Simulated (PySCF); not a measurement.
PySCF job for CH4ClFOSi, SMILES [Si@H](Cl)(CO)F, TDDFT-PBE/def2-SVPD. Geometry: B3LYP-D3(BJ)/def2-SVP. The structure was generated by enumeration; whether it is a known compound was not checked. The values are those of a single conformer.

```python
import numpy as np
from pyscf import gto, scf, dft, tdscf

mol = gto.M(
    atom='''
    O    -2.16264358    0.99669914    0.28673045
    C    -1.59677398   -0.20165355   -0.23032244
    Si    0.16866169   -0.41931365    0.38862971
    F     0.70939820   -1.89443256   -0.02851630
    Cl    1.41203420    0.98744593   -0.46248233
    H    -2.32644934    0.87660948    1.23139873
    H    -1.58709072   -0.11154128   -1.32911275
    H    -2.20519429   -1.10053669   -0.00023800
    H     0.25009782   -0.29450008    1.86407344
    ''',
    basis='def2-SVPD',
    charge=0,
    spin=0,
    max_memory=1600,
    verbose=4,
)
mf = dft.RKS(mol, xc='pbe').density_fit(auxbasis='def2-universal-jkfit')
mf.grids.level = 3
mf.conv_tol = 1e-9
mf.max_cycle = 100
mf.kernel()
mf.grids = dft.Grids(mol).set(level=1).build(with_non0tab=True)  # coarser grid for the response kernel
td = tdscf.TDDFT(mf)
td.singlet = True
td.nstates = 10
td.conv_tol = 1e-4
td.positive_eig_threshold = 1e-6
td.kernel(x0=td.get_init_guess(mf, 15))
td.analyze()
tt = tdscf.TDA(mf)
tt.singlet = False
tt.nstates = 4
tt.conv_tol = 1e-4
tt.positive_eig_threshold = 1e-6
tt.kernel(x0=tt.get_init_guess(mf, 9))
tt.analyze(verbose=3)
```

Output:

```
PySCF version 2.14.0

[INPUT] verbose = 4
[INPUT] num. atoms = 9
[INPUT] num. electrons = 58
[INPUT] charge = 0
[INPUT] spin (= nelec alpha-beta = 2S) = 0
[INPUT] symmetry False subgroup None
[INPUT] Mole.unit = angstrom
[INPUT] Symbol           X                Y                Z      unit          X                Y                Z       unit  Magmom
[INPUT]  1 O     -2.162643580000   0.996699140000   0.286730450000 AA   -4.086804071249   1.883488403190   0.541842022073 Bohr   0.0
[INPUT]  2 C     -1.596773980000  -0.201653550000  -0.230322440000 AA   -3.017465505032  -0.381069981546  -0.435246331942 Bohr   0.0
[INPUT]  3 Si     0.168661690000  -0.419313650000   0.388629710000 AA    0.318724401806  -0.792387958792   0.734403715769 Bohr   0.0
[INPUT]  4 F      0.709398200000  -1.894432560000  -0.028516300000 AA    1.340568311259  -3.579958699859  -0.053887997086 Bohr   0.0
[INPUT]  5 Cl     1.412034200000   0.987445930000  -0.462482330000 AA    2.668357916519   1.866002370516  -0.873964941151 Bohr   0.0
[INPUT]  6 H     -2.326449340000   0.876609480000   1.231398730000 AA   -4.396352095275   1.656551835397   2.327006349837 Bohr   0.0
[INPUT]  7 H     -1.587090720000  -0.111541280000  -1.329112750000 AA   -2.999166795639  -0.210782470783  -2.511659086168 Bohr   0.0
[INPUT]  8 H     -2.205194290000  -1.100536690000  -0.000238000000 AA   -4.167213259555  -2.079712934135  -0.000449754818 Bohr   0.0
[INPUT]  9 H      0.250097820000  -0.294500080000   1.864073440000 AA    0.472616384151  -0.556524494863   3.522588277676 Bohr   0.0

nuclear repulsion = 297.119433174172
number of shells = 63
number of NR pGTOs = 223
number of NR cGTOs = 149
basis = def2-SVPD
ecp = {}


******** <class 'pyscf.df.df_jk.DFRKS'> ********
method = DFRKS
initial guess = minao
damping factor = 0
level_shift factor = 0
DIIS = <class 'pyscf.scf.diis.CDIIS'>
diis_start_cycle = 1
diis_space = 8
diis_damp = 0
SCF conv_tol = 1e-09
SCF conv_tol_grad = None
SCF max_cycles = 100
direct_scf = False
XC library pyscf.dft.libxc version 7.1.2
    S. Lehtola, C. Steigemann, M. J. T. Oliveira, and M. A. L. Marques,  SoftwareX 7, 1–5 (2018)
XC functionals = pbe
    J. P. Perdew, K. Burke, and M. Ernzerhof,  Phys. Rev. Lett. 77, 3865 (1996)
    J. P. Perdew, K. Burke, and M. Ernzerhof,  Phys. Rev. Lett. 78, 1396 (1997)
    J. P. Perdew, K. Burke, and M. Ernzerhof,  Phys. Rev. Lett. 77, 3865 (1996)
    J. P. Perdew, K. Burke, and M. Ernzerhof,  Phys. Rev. Lett. 78, 1396 (1997)
radial grids:
    Treutler-Ahlrichs [JCP 102, 346 (1995); DOI:10.1063/1.469408] (M4) radial grids

becke partition: Becke, JCP 88, 2547 (1988); DOI:10.1063/1.454033
pruning grids: <function nwchem_prune>
grids dens level: 3
symmetrized grids: False
atomic radii adjust function: <function treutler_atomic_radii_adjust>
small_rho_cutoff = 0
Set gradient conv threshold to 3.16228e-05
Initial guess from minao.
tot grids = 119760
init E= -964.696143752663
  HOMO = -0.313612783670361  LUMO = -0.0642608469835291  gap/eV = 6.78521
cycle= 1 E= -964.304052393037  delta_E= 0.392  |g|= 0.809  |ddm|= 3.66
  HOMO = -0.114093991355569  LUMO = -0.026959604626826  gap/eV = 2.37105
cycle= 2 E= -963.791196266845  delta_E= 0.513  |g|= 1.82  |ddm|= 2.19
  HOMO = -0.246233759911546  LUMO = -0.0429860961914992  gap/eV = 5.53065
cycle= 3 E= -964.428280920652  delta_E= -0.637  |g|= 0.141  |ddm|= 1.54
  HOMO = -0.241899173785401  LUMO = -0.0421386180469838  gap/eV = 5.43576
cycle= 4 E= -964.431618433179  delta_E= -0.00334  |g|= 0.0808  |ddm|= 0.22
  HOMO = -0.242841758823725  LUMO = -0.0425275290222138  gap/eV = 5.45083
cycle= 5 E= -964.432956261989  delta_E= -0.00134  |g|= 0.0229  |ddm|= 0.0927
  HOMO = -0.241612487513066  LUMO = -0.0421415160181624  gap/eV = 5.42788
cycle= 6 E= -964.433039877628  delta_E= -8.36e-05  |g|= 0.00898  |ddm|= 0.0267
  HOMO = -0.242208464307958  LUMO = -0.042174560365881  gap/eV = 5.44320
cycle= 7 E= -964.433057731556  delta_E= -1.79e-05  |g|= 0.00163  |ddm|= 0.0108
  HOMO = -0.242222564601219  LUMO = -0.0422246751680277  gap/eV = 5.44222
cycle= 8 E= -964.433058292831  delta_E= -5.61e-07  |g|= 0.000427  |ddm|= 0.00246
  HOMO = -0.242262659939405  LUMO = -0.0422312017376161  gap/eV = 5.44313
cycle= 9 E= -964.433058341311  delta_E= -4.85e-08  |g|= 0.000112  |ddm|= 0.000759
  HOMO = -0.2422550245264  LUMO = -0.0422262130883588  gap/eV = 5.44306
cycle= 10 E= -964.433058344718  delta_E= -3.41e-09  |g|= 4.05e-05  |ddm|= 0.000185
  HOMO = -0.242259642516789  LUMO = -0.042229184188185  gap/eV = 5.44311
cycle= 11 E= -964.433058345161  delta_E= -4.43e-10  |g|= 1.05e-05  |ddm|= 6.89e-05
  HOMO = -0.24225701825408  LUMO = -0.042227899243283  gap/eV = 5.44307
Extra cycle  E= -964.433058345134  delta_E= 2.77e-11  |g|= 1.52e-05  |ddm|= 3.37e-05
converged SCF energy = -964.433058345134
tot grids = 38280
Overwritten attributes  positive_eig_threshold  of <class 'pyscf.tdscf.rks.CasidaTDDFT'>


******** <class 'pyscf.tdscf.rks.CasidaTDDFT'> for <class 'pyscf.df.df_jk.DFRKS'> ********
nstates = 10 singlet
deg_eia_thresh = 1.000e-03
wfnsym = None
conv_tol = 0.0001
eigh lindep = 1e-12
eigh level_shift = 0
eigh max_cycle = 100


Excitation energies (eV)
[5.58588823 6.01723487 6.36629264 7.01624074 7.10430614 7.25056359
 7.44227003 7.51999125 7.61065997 7.70931432]

** Singlet excitation energies and oscillator strengths **
Excited State   1:      5.58589 eV    221.96 nm  f=0.0048
      29 -> 30       -0.70461
Excited State   2:      6.01723 eV    206.05 nm  f=0.0021
      29 -> 31        0.70357
Excited State   3:      6.36629 eV    194.75 nm  f=0.0207
      29 -> 32       -0.70207
Excited State   4:      7.01624 eV    176.71 nm  f=0.0086
      28 -> 30       -0.66622
      29 -> 33       -0.22114
Excited State   5:      7.10431 eV    174.52 nm  f=0.0423
      28 -> 30       -0.20989
      29 -> 33        0.65852
Excited State   6:      7.25056 eV    171.00 nm  f=0.0141
      27 -> 30        0.67730
Excited State   7:      7.44227 eV    166.59 nm  f=0.0019
      26 -> 30       -0.63437
      29 -> 34        0.29885
Excited State   8:      7.51999 eV    164.87 nm  f=0.0016
      26 -> 30       -0.29200
      28 -> 31        0.20214
      29 -> 34       -0.59866
Excited State   9:      7.61066 eV    162.91 nm  f=0.0145
      27 -> 31        0.17690
      28 -> 31       -0.62368
      28 -> 32       -0.10700
      29 -> 34       -0.17409
      29 -> 35        0.12858
Excited State  10:      7.70931 eV    160.82 nm  f=0.0139
      27 -> 31        0.34178
      29 -> 35       -0.60377

** Transition electric dipole moments (AU) **
state          X           Y           Z        Dip. S.      Osc.
  1        -0.1800      0.0517     -0.0155      0.0353      0.0048
  2         0.0740      0.0575      0.0749      0.0144      0.0021
  3         0.3363      0.1407      0.0089      0.1330      0.0207
  4        -0.1255      0.0677      0.1719      0.0499      0.0086
  5        -0.3429     -0.0808     -0.3452      0.2433      0.0423
  6        -0.2266     -0.1670      0.0151      0.0795      0.0141
  7         0.0462     -0.0731      0.0542      0.0104      0.0019
  8        -0.0369     -0.0603     -0.0601      0.0086      0.0016
  9        -0.0668     -0.1254      0.2398      0.0777      0.0145
 10        -0.1987     -0.1827      0.0224      0.0733      0.0139

** Transition velocity dipole moments (imaginary part, AU) **
state          X           Y           Z        Dip. S.      Osc.
  1        -0.0370      0.0113      0.0006      0.0015      0.0049
  2         0.0177      0.0156      0.0166      0.0008      0.0025
  3         0.0808      0.0330     -0.0015      0.0076      0.0217
  4        -0.0300      0.0168      0.0461      0.0033      0.0086
  5        -0.0963     -0.0188     -0.0958      0.0188      0.0480
  6        -0.0610     -0.0459      0.0027      0.0058      0.0146
  7         0.0139     -0.0252      0.0151      0.0011      0.0026
  8        -0.0146     -0.0199     -0.0150      0.0008      0.0020
  9        -0.0197     -0.0357      0.0666      0.0061      0.0145
 10        -0.0629     -0.0533      0.0062      0.0068      0.0161

** Transition magnetic dipole moments (imaginary part, AU) **
state          X           Y           Z
  1        -0.0363      0.0793     -0.2344
  2        -0.1234      0.1494     -0.0634
  3        -0.0853      0.4141     -0.3388
  4         0.2746      0.4343     -0.1697
  5        -0.1740      0.5204      0.0779
  6        -0.1180     -0.0188     -0.1537
  7        -0.4113     -0.0826     -0.3103
  8         0.1694     -0.2291     -0.3866
  9        -0.4809      0.2237      0.1810
 10         0.0691      0.0277     -0.0173
Overwritten attributes  positive_eig_threshold  of <class 'pyscf.tdscf.rks.TDA'>


******** <class 'pyscf.tdscf.rks.TDA'> for <class 'pyscf.df.df_jk.DFRKS'> ********
nstates = 4 triplet
deg_eia_thresh = 1.000e-03
wfnsym = None
conv_tol = 0.0001
eigh lindep = 1e-12
eigh level_shift = 0
eigh max_cycle = 100


Excitation energies (eV)
[5.23892303 5.82976924 6.17605758 6.84300901]

** Triplet excitation energies and oscillator strengths **
Excited State   1:      5.23892 eV    236.66 nm  f=0.0000
Excited State   2:      5.82977 eV    212.67 nm  f=0.0000
Excited State   3:      6.17606 eV    200.75 nm  f=0.0000
Excited State   4:      6.84301 eV    181.18 nm  f=0.0000
```

The run converged.
